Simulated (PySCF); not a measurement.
## [Pm(SH)2]+ at several levels of theory

Computed with PySCF 2.14.0 (density fitting, no spin-orbit coupling) at the geometry relaxed with PBE0:

```xyz
5
[Pm(SH)2]+ (singlet in the valence; each metal's 4f electrons, 4 of them, lie in its core potential, out of spins and levels)
Pm    0.0000    0.0000   -0.8021
S     1.9165   -0.0902    0.8583
H     2.9011   -0.2252   -0.0690
S    -1.9165    0.0902    0.8583
H    -2.9011    0.2252   -0.0690
```

| level | basis | state | HOMO (eV) | gap (eV) | charge on Pm1 (e) | population of f-type functions on Pm1 (polarisation alone where 4f lies in the core) | dipole about the centre of mass (D) | largest force component (eV/Å) |
| --- | --- | --- | --- | --- | --- | --- | --- | --- |
| PBE0 | Pm lcecp-1-SVP with ECP50, S def2-SVP, H def2-SVP | singlet | -12.03 | 4.80 | 1.13 | 0.04 | 7.77 | 0.02 |
| PBE0 | Pm lcecp-1-TZVP with ECP50, S def2-TZVP, H def2-TZVP | singlet | -11.98 | 4.82 | 1.40 | 0.04 | 7.43 | 0.19 |

In the lcecp rows the 4f levels are missing from HOMO and gap, and the state counts the valence alone.

Charges are Mulliken's, which hang on the basis. The relaxation used the grid (50, 194), these runs (75, 302) or, all-electron (x2c bases, spin-free X2C Hamiltonian), (99, 590).

Task: A further run in the first row's basis gives HOMO (eV) -11.02, gap (eV) 3.28, charge on Pm1 (e) 1.11, population of f-type functions on Pm1 (polarisation alone where 4f lies in the core) 0.03, dipole about the centre of mass (D) 7.45, largest force component (eV/Å) 0.42. Which level was it?
A. wB97X
B. TPSS

Result: B. The others give HOMO -14.21 eV (wB97X).

In the first row's basis the gap widens with exact exchange: 3.3 eV for TPSS (none); 4.8 eV for PBE0 (a fixed share); 8.9 eV for wB97X (rising or full at long range).

An lcecp potential fixes the number of 4f electrons, so in runs with it no electron can move into or out of that shell.
